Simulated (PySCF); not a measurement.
# Electron correlation in N⁺ (nitrogen, charge +1)

[He] 2s2 2p2, high-spin 3P determinant. Calculation: PySCF 2.14, in def2-TZVPPD (6s3p3d1f, 37 functions); the non-relativistic Hamiltonian (point nucleus). Frozen: 1s2; 4 electrons correlated.

```
  level  correlation energy (mhartree)
   CCSD                         -91.73
    (T)                          -1.58
CCSD(T)                         -93.31
  CCSDT                         -93.65
```

Diagnostics: T1 = 0.0064, D1 = 0.0125, largest double amplitude 0.119.

Cost of the coupled-cluster step: of the order of 0.6 core-seconds, for 4 correlated electrons.

Iterations:

```
CC2 = 0
CCSD nocc = (np.int64(3), np.int64(1)), nmo = (36, 36)
frozen orbitals [[0], [0]]
max_cycle = 100
direct = 0
conv_tol = 1e-08
conv_tol_normt = 1e-06
diis_space = 8
diis_start_cycle = 0
Init t2, MP2 energy = -0.0705253206466597
Init E_corr(UCCSD) = -0.0705253206548115
cycle = 1  E_corr(UCCSD) = -0.0844963512640333  dE = -0.0139710306  norm(t1,t2) = 0.0405205
cycle = 2  E_corr(UCCSD) = -0.0886210139258894  dE = -0.00412466266  norm(t1,t2) = 0.0181093
cycle = 3  E_corr(UCCSD) = -0.0917807606505961  dE = -0.00315974672  norm(t1,t2) = 0.00908116
cycle = 4  E_corr(UCCSD) = -0.0917143030856302  dE = 6.6457565e-05  norm(t1,t2) = 0.00104852
cycle = 5  E_corr(UCCSD) = -0.091731699933799  dE = -1.73968482e-05  norm(t1,t2) = 0.000164233
cycle = 6  E_corr(UCCSD) = -0.0917274560845586  dE = 4.24384924e-06  norm(t1,t2) = 2.39276e-05
cycle = 7  E_corr(UCCSD) = -0.0917289768618384  dE = -1.52077728e-06  norm(t1,t2) = 5.40349e-06
cycle = 8  E_corr(UCCSD) = -0.0917286678195014  dE = 3.09042337e-07  norm(t1,t2) = 1.48289e-06
cycle = 9  E_corr(UCCSD) = -0.0917286755527797  dE = -7.73327832e-09  norm(t1,t2) = 3.28842e-07
UCCSD converged
E(UCCSD) = -53.98374395681056  E_corr = -0.09172867555277972
UCCSD(T) correction = -0.00158408279255659
```
